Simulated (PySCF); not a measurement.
GeCl2I2, SMILES [Cl][Ge]([Cl])([I])[I]. Atoms are numbered in the order given.

```xyz
5

Cl     0.0000     1.7445     1.9011
Ge     0.0000     0.0000     0.6202
Cl     0.0000    -1.7445     1.9011
I     -2.0842     0.0000    -0.7970
I      2.0842     0.0000    -0.7970
```
Charge 0, spin multiplicity 1.

Geometry: PBE-D3(BJ)/def2-SVP. The def2 effective core potentials stand for the cores of I; spin–orbit coupling is left out.

Calculation: M06-2X/def2-TZVP (PySCF).

Symmetry labels are those of the subgroup C2v that the program uses (full group C2v).

Question: List the valence orbital energies around the gap with their symmetry. (Estimate from the structure and the level; the computed values follow.)

Answer: 
```csv
orbital,symmetry,energy (eV)
HOMO−7,A2,-11.29
HOMO−6,A1,-11.20
HOMO−5,B2,-10.96
HOMO−4,B1,-10.41
HOMO−3,A1,-9.80
HOMO−2,B2,-9.63
HOMO−1,A2,-9.44
HOMO,B1,-9.27
LUMO,A1,-2.32
LUMO+1,B1,0.17
LUMO+2,B2,0.38
LUMO+3,A1,0.46
```
